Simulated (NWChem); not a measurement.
Molecule: SiH2O2ClF; SMILES O[Si](O)(F)Cl

```xyz
7

O      0.0141    -1.0195     1.4707
Si    -0.0122    -0.3342    -0.0149
O     -1.3502    -0.8282    -0.8008
F      1.3265    -0.7582    -0.8050
Cl    -0.0125     1.7005     0.0401
H      0.8009    -0.9114     2.0131
H     -1.6670    -1.7145    -0.6005
```
Atoms are numbered in this order, from 1.

Geometry: optimised at PBE0/def2-SVP.

Q: List the 4 lowest vertical singlet excitations and the 4 lowest triplet ones from PBE/6-31G* (spherical d), TDA (NWChem).

A: 
| state | energy (eV) | oscillator strength | leading excitation (squared amplitude) |
|---|---|---|---|
| S1 | 7.50 | 0.008 | HOMO → LUMO (0.98) |
| S2 | 7.55 | 0.004 | HOMO−1 → LUMO (0.98) |
| S3 | 7.97 | 0.005 | HOMO−2 → LUMO (0.98) |
| S4 | 8.45 | 0.038 | HOMO−3 → LUMO (0.82) |
| T1 | 7.18 | spin-forbidden | HOMO → LUMO (0.98) |
| T2 | 7.24 | spin-forbidden | HOMO−1 → LUMO (0.98) |
| T3 | 7.66 | spin-forbidden | HOMO−2 → LUMO (0.99) |
| T4 | 8.03 | spin-forbidden | HOMO−3 → LUMO (0.94) |
